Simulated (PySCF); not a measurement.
# Relaxation of singlet [PdH3]+

All numbers come from PySCF, PBE0, basis Pd def2-TZVP with ECP28, H def2-TZVP (scalar-relativistic core potentials, no spin–orbit coupling, density fitting). A (50,194) grid was used.

A start displaced from a saddle point along its imaginary mode, of Cs symmetry, held to at least that symmetry:

Coordinates in bohr (charge 1 multiplicity 1):
```
Pd    0.0015    0.0000   -0.0705
H    -0.2268    0.0000    3.0070
H     1.9246    0.0000    2.0610
H    -1.8506    0.0000    2.3417
```

Optimiser trace:
```json
{"step": "0", "E − E(last) (kJ/mol)": "8.48", "largest gradient (Eh/bohr)": "0.00615"}
{"step": "1", "E − E(last) (kJ/mol)": "7.24", "largest gradient (Eh/bohr)": "0.00399"}
{"step": "2", "E − E(last) (kJ/mol)": "5.19", "largest gradient (Eh/bohr)": "0.00792"}
{"step": "3", "E − E(last) (kJ/mol)": "2.08", "largest gradient (Eh/bohr)": "0.00949"}
{"step": "4", "E − E(last) (kJ/mol)": "0.99", "largest gradient (Eh/bohr)": "0.00476"}
{"step": "5", "E − E(last) (kJ/mol)": "0.19", "largest gradient (Eh/bohr)": "0.00261"}
{"step": "6", "E − E(last) (kJ/mol)": "0.03", "largest gradient (Eh/bohr)": "0.00100"}
{"step": "7", "E − E(last) (kJ/mol)": "0.01", "largest gradient (Eh/bohr)": "0.00088"}
{"step": "8", "E − E(last) (kJ/mol)": "0.00", "largest gradient (Eh/bohr)": "0.00048"}
{"step": "9", "E − E(last) (kJ/mol)": "0.00", "largest gradient (Eh/bohr)": "0.00020"}
```

It ends at Cs with H–H 0.842 Å, Pd–H 1.477 Å, Pd–H 1.718 Å, Pd–H 1.722 Å; H–H–Pd 75.6°, H–H–Pd 76.1°, H–Pd–H 28.4°, H–Pd–H 62.9°, H–Pd–H 91.2° (after a last refinement on a finer grid). A frequency run shows 1 imaginary mode, down to 430i cm⁻¹, so it is a saddle point. Other isomers or separated fragments may lie lower.

Final geometry:
Z-matrix (Å, degrees; charge 1 multiplicity 1):
```
Pd
H  1 1.7178
H  1 1.4775 2 62.88
H  1 1.7215 2 28.35 3 180.00
```
